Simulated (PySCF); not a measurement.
Indium: a sound run and one with changed settings

Sound run: In⁺ [Kr] 4d10 5s2, In²⁺ [Kr] 4d10 5s1. All numbers are calculated (PySCF 2.14, a scalar-relativistic core potential, in cc-pVDZ-PP with ECP28MDF (4s3p2d, 23 functions)). In the sound run the correlated levels freeze 4s2 4p6 4d10 outside the core potential. The sound run starts from symmetry-adapted Hartree-Fock orbitals and uses a fine grid where one is needed.

Changed run: all electrons correlated in a basis built for the valence shell.

| species | method | sound run (hartree) | changed run (hartree) | converged |
| --- | --- | --- | --- | --- |
| In⁺ | MP2 | -189.03461 | -189.05865 | yes |
| In²⁺ | MP2 | n/a | -188.40583 | yes |

Ionisation energy of In⁺:

```csv
method,sound run (eV),changed run (eV)
UHF,17.011,17.011
MP2,17.575,17.764
SCS-MP2,17.688,17.860
```

A valence basis has no tight correlating functions, so it recovers only part of the core correlation, and not evenly between atom and ion.

For comparison, NIST gives 18.870 eV between the lowest levels.
